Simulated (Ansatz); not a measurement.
The first iterations of a band of CH₇AsSeSi (11 atoms, charge 0, multiplicity 1).

Level of theory: RKS PBE0-D4/def2-SVP (Ansatz).

```yaml
movable_images: 9
climbing_image: yes
spring: 5.0 eV/Å²
optimiser: quadratic models (default)
start_path: through a guess of the saddle point
force_threshold: 0.03 eV/Å
iteration_limit: 10
end_points: relaxed
```

Initial state:

```xyz
11
Properties=species:S:1:pos:R:3
C -0.788 1.207 0.099
Si 0.130 -0.181 -0.770
As 2.075 -0.915 0.374
Se -1.221 -2.000 -1.134
H -0.137 2.089 0.205
H -1.682 1.492 -0.476
H -1.107 0.892 1.104
H 0.528 0.230 -2.151
H 1.264 -1.156 1.646
H 2.440 0.504 0.816
H -1.437 -2.221 0.306
```

Final state:

```xyz
11
Properties=species:S:1:pos:R:3
C -1.027 1.212 0.155
Si 0.114 -0.111 -0.530
As 1.612 -0.813 1.170
Se -1.040 -1.949 -1.273
H -0.452 2.104 0.450
H -1.768 1.507 -0.604
H -1.567 0.841 1.040
H 0.810 0.371 -1.762
H 2.377 0.509 1.146
H 2.550 -1.457 0.157
H -1.544 -2.271 0.073
```

| iteration | highest image above the first end (eV) | largest band force component (eV/Å) |
| --- | --- | --- |
| 1 | 0.778 | 5.033 |
| 2 | 0.130 | 1.374 |

Does the band converge within its limit, and where does its top end?

The forces met the threshold. It ended after 8 iterations with the highest image 0.065 eV above the first end. Another band between the same ends (9 images) ends at a top of the same energy, where a vibrational analysis finds 1 clearly imaginary mode.

Run time: 6.7 min on 2 threads of Arm Neoverse V1, with other jobs on the host, peak memory 0.38 GiB.
